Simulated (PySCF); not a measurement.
Job for PySCF: R-MP2/6-31G* on C2H6O (SMILES COC) with ghost functions, monomers drawn apart or pushed together.

```python
from pyscf import gto, scf, dft, mp
from pyscf.data.elements import chemcore

mol = gto.M(
    atom='''
    C    -0.39013094    1.17073740    3.63793554
    O    -0.51515202   -0.22514426    3.44455009
    C     0.65107871   -0.92425578    3.83512850
    H     0.43015267    1.58020365    3.03716202
    H    -0.21193817    1.40796254    4.69418597
    H    -1.32834809    1.62686529    3.32514138
    H     1.51742656   -0.60811378    3.24267933
    H     0.46604656   -1.98405774    3.66565817
    H     0.86868476   -0.76489857    4.89860357
    ghost-N    0.49795289   -0.02044772    0.16661701
    ghost-H   -0.03699486    0.56946930   -0.46040895
    ghost-H    0.69134597   -0.88317748   -0.32899564
    ghost-H   -0.09862455   -0.24790276    0.95762319
    ''',
    basis='6-31g*',
    cart=True,
    charge=0, spin=0, verbose=3, max_memory=1800)
mf = scf.RHF(mol)
mf.conv_tol = 1e-8
mf.max_cycle = 100
mf.kernel()
if not mf.converged:
    mf = mf.newton().run(mf.mo_coeff, mf.mo_occ)
pt = mp.MP2(mf, frozen=chemcore(mol)).run()
```

**Question.** Predict the final total energy.

**Answer.** -154.5053 hartree.
